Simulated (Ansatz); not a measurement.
`N[Si](O)(S)S`, 10 atoms. Total charge 0; spin multiplicity 1. All runs use 4 threads of an Arm Neoverse V1 on a shared host. Correlated methods freeze the cores.

**Question.** How many basis functions does each run have, and how long does it take in Ansatz? RHF-CCSD(T)/def2-SVP energy; RKS PBE0-D4/def2-QZVPP energy; RKS LC-ωPBE/def2-TZVPP energy; RKS CAM-B3LYP-D4/def2-TZVPP energy; RKS ωB97M-V/def2-TZVPP energy and forces; direct RPA on PBE orbitals/def2-TZVPP energy; RKS ωB97M-V/def2-QZVPP energy; RKS r2SCANh-D4/def2-TZVPP energy; RKS PBE0-D4/def2-SVP energy; RKS PBE0-D4/def2-TZVP relaxation (15 steps); RKS ωB97M-V/def2-SVP energy; RHF-MP2/def2-QZVPP energy. (An estimate is asked.)

**Answer.** Computed: Other jobs shared the machine, so times are rough.

```json
{"level": "RKS PBE0-D4/def2-SVP", "job": "energy", "functions": "107", "wall time": "1.1 s", "peak host memory (GiB)": "0.22"}
{"level": "RKS LC-ωPBE/def2-TZVPP", "job": "energy", "functions": "258", "wall time": "2.9 s", "peak host memory (GiB)": "0.55"}
{"level": "RHF-CCSD(T)/def2-SVP", "job": "energy", "functions": "107", "wall time": "3.9 s", "peak host memory (GiB)": "0.44"}
{"level": "RKS CAM-B3LYP-D4/def2-TZVPP", "job": "energy", "functions": "258", "wall time": "4.1 s", "peak host memory (GiB)": "0.85"}
{"level": "direct RPA on PBE orbitals/def2-TZVPP", "job": "energy", "functions": "258", "wall time": "5 s", "peak host memory (GiB)": "0.6"}
{"level": "RKS ωB97M-V/def2-SVP", "job": "energy", "functions": "107", "wall time": "5.5 s", "peak host memory (GiB)": "0.35"}
{"level": "RKS r2SCANh-D4/def2-TZVPP", "job": "energy", "functions": "258", "wall time": "6 s", "peak host memory (GiB)": "0.78"}
{"level": "RKS PBE0-D4/def2-QZVPP", "job": "energy", "functions": "474", "wall time": "10 s", "peak host memory (GiB)": "2"}
{"level": "RKS ωB97M-V/def2-TZVPP", "job": "energy and forces", "functions": "258", "wall time": "13 s", "peak host memory (GiB)": "1"}
{"level": "RKS ωB97M-V/def2-QZVPP", "job": "energy", "functions": "474", "wall time": "21 s", "peak host memory (GiB)": "2.3"}
{"level": "RHF-MP2/def2-QZVPP", "job": "energy", "functions": "474", "wall time": "21 s", "peak host memory (GiB)": "2.9"}
{"level": "RKS PBE0-D4/def2-TZVP", "job": "relaxation (15 steps)", "functions": "203", "wall time": "56 s", "peak host memory (GiB)": "0.6"}
```

LC-ωPBE has ω = 0.4 bohr⁻¹.
